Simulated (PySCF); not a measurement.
**Vertical excitation energies**

BH2(NCO), CH2BNO.
Cartesian coordinates in Å at the PBE0-D3(BJ)/def2-SVP level; atoms count from 1:
```xyz
6
CH2BNO angstrom
B      0.5448    0.9549   -0.0032
H      1.7509    0.9284    0.0564
H     -0.0639    1.9971   -0.0443
N     -0.1674   -0.2559   -0.0200
C     -0.7475   -1.3036   -0.0020
O     -1.3170   -2.3209    0.0131
```

The calculation used TDDFT CAM-B3LYP/def2-SVPD, vertical, gas phase, core orbitals frozen in the response (PySCF).

Question: List the vertical singlet excitations with oscillator strengths and describe the spectrum.

Answer: 

```json
{"state": "S1", "E (eV)": "4.58", "λ (nm)": "270.6", "ν̃ (cm⁻¹)": "36960", "f": "0.0000", "|μ| (D)": "0.00", "main configurations (H = HOMO, L = LUMO)": "H→L (98%)"}
{"state": "S2", "E (eV)": "6.81", "λ (nm)": "182.0", "ν̃ (cm⁻¹)": "54950", "f": "0.105", "|μ| (D)": "2.02", "main configurations (H = HOMO, L = LUMO)": "H-1→L (78%), H→L+3 (17%)"}
{"state": "S3", "E (eV)": "7.25", "λ (nm)": "171.1", "ν̃ (cm⁻¹)": "58450", "f": "0.0000", "|μ| (D)": "0.02", "main configurations (H = HOMO, L = LUMO)": "H-2→L (85%), H→L+5 (9%)"}
{"state": "S4", "E (eV)": "7.36", "λ (nm)": "168.5", "ν̃ (cm⁻¹)": "59340", "f": "0.0012", "|μ| (D)": "0.21", "main configurations (H = HOMO, L = LUMO)": "H→L+1 (92%)"}
{"state": "S5", "E (eV)": "8.57", "λ (nm)": "144.7", "ν̃ (cm⁻¹)": "69110", "f": "0.0006", "|μ| (D)": "0.14", "main configurations (H = HOMO, L = LUMO)": "H-1→L+3 (71%), H-1→L+1 (18%)"}
{"state": "S6", "E (eV)": "8.63", "λ (nm)": "143.7", "ν̃ (cm⁻¹)": "69600", "f": "0.0016", "|μ| (D)": "0.22", "main configurations (H = HOMO, L = LUMO)": "H-1→L+1 (70%), H-1→L+3 (17%)"}
{"state": "S7", "E (eV)": "8.70", "λ (nm)": "142.5", "ν̃ (cm⁻¹)": "70150", "f": "0.038", "|μ| (D)": "1.07", "main configurations (H = HOMO, L = LUMO)": "H→L+2 (89%)"}
{"state": "S8", "E (eV)": "8.93", "λ (nm)": "138.9", "ν̃ (cm⁻¹)": "71990", "f": "0.0003", "|μ| (D)": "0.09", "main configurations (H = HOMO, L = LUMO)": "H→L+5 (64%), H→L+7 (11%), H-2→L (9%)"}
{"state": "S9", "E (eV)": "9.00", "λ (nm)": "137.7", "ν̃ (cm⁻¹)": "72600", "f": "0.871", "|μ| (D)": "5.05", "main configurations (H = HOMO, L = LUMO)": "H→L+3 (59%), H-1→L (17%), H-1→L+5 (14%)"}
{"state": "S10", "E (eV)": "9.03", "λ (nm)": "137.4", "ν̃ (cm⁻¹)": "72800", "f": "0.097", "|μ| (D)": "1.68", "main configurations (H = HOMO, L = LUMO)": "H-3→L (93%)"}
```

Triplets (Tamm–Dancoff): T1 4.28 eV, H→L (96%); T2 5.58 eV, H-1→L (95%); T3 6.66 eV, H→L+3 (88%); T4 6.68 eV, H-2→L (80%), H→L+5 (12%).

The lowest singlet lies at 4.58 eV (271 nm, ultraviolet) and is dark (f under 0.0005); its leading configuration is HOMO→LUMO (98%). The strongest level in the table is S9 at 9.00 eV (138 nm, f = 0.871). Löwdin shares by element: HOMO nitrogen 32%, oxygen 21%, boron 17%, carbon 11% (atoms not listed hold the other 19%); LUMO boron 45%, nitrogen 16%, carbon 12%, oxygen 11% (atoms not listed hold the other 17%). The oscillator strengths of these states sum to 1.115; summed over the whole spectrum of an exact calculation they would give the number of electrons, 28 (Thomas–Reiche–Kuhn). Orbital energies (eV): HOMO-3 -14.00, HOMO-2 -12.63, HOMO-1 -11.19, HOMO -9.74, LUMO -0.93, LUMO+1 0.87, LUMO+2 1.73. Of the 10 states listed, 4 reach f = 0.01 and 3 stay under 0.0005. The window holds the lowest 10 singlets.
